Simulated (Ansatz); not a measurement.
Computed with Ansatz on PBE0-D4/def2-TZVP structures; ΔE is electronic, products minus reactants. CCSD(T)/CBS adds triple-zeta CCSD(T) − MP2 to the extrapolated MP2 energy (def2 sets, frozen cores). This one scheme is used for every species. DFT in def2-TZVPP. B3LYP here is the variant with VWN-RPA as its local correlation; programs differ in this. For Ge outer-core shells are correlated without core-valence functions, which leaves a few kJ/mol of doubt a bond. Scalar relativity is left out up to krypton.

Reaction (formal exchange of groups at a C–F bond): `F[C@H]1C[C@@H]1F` + GeH₄ → `F[C@H]1C[C@@H]1[GeH3]` + H–F

`F[C@H]1C[C@@H]1F`:

Cartesian coordinates in Å:
```
F -0.815 -1.621 -0.732
C 0.096 -0.832 -0.102
C 0.328 0.552 -0.620
C -0.397 0.327 0.669
F 0.230 0.639 1.835
H 0.941 -1.390 0.285
H 1.345 0.923 -0.578
H -0.265 0.892 -1.459
H -1.464 0.510 0.703
```

GeH₄:

Z-matrix (Å, degrees):
```
Ge
H 1 1.534
H 1 1.534 2 109.5
H 1 1.534 2 109.5 3 -120.0
H 1 1.534 2 109.5 3 120.0
```

`F[C@H]1C[C@@H]1[GeH3]`:

Z-matrix (Å, degrees):
```
C
C 1 1.479
C 1 1.488 2 61.6
F 1 1.365 2 117.5 3 108.0
H 1 1.085 2 120.6 3 -110.9
H 2 1.083 1 116.4 3 -106.8
H 2 1.084 1 118.7 3 109.2
Ge 3 1.939 1 121.1 2 -110.4
H 3 1.085 1 113.6 2 104.9
H 8 1.540 3 107.9 1 32.7
H 8 1.538 3 110.8 1 -86.9
H 8 1.538 3 110.5 1 151.8
```

H–F:

Cartesian coordinates in Å:
```
F -0.168 0.398 -0.158
H 0.168 -0.398 0.158
```

```
             level  ΔE (kcal/mol)  difference from CCSD(T)/CBS
           PBE0-D4          -16.7                          3.9
          B3LYP-D4          -15.1                          5.5
           ωB97X-V          -14.9                          5.7
            r2SCAN          -14.9                          5.7
              PBE0          -15.4                          5.2
SCS-MP2/def2-TZVPP          -20.1                          0.5
   CCSD/def2-TZVPP          -18.5                          2.1
    MP2/def2-QZVPP          -23.7                         -3.1
      HF/CBS(def2)          -11.7                          8.9
     MP2/CBS(def2)          -24.4                         -3.8
       CCSD(T)/CBS          -20.6                            0
```

Largest T1 diagnostic among the species: 0.012.

In def2-TZVPP, CCSD(T) changes the Hartree–Fock value by −7.3 kcal/mol (the triples alone add −0.7 kcal/mol) and MP2 by −11.0 kcal/mol. From PBE to PBE0 (25 % exact exchange), in def2-TZVPP and without D4, ΔE moves by −1.2 kcal/mol.
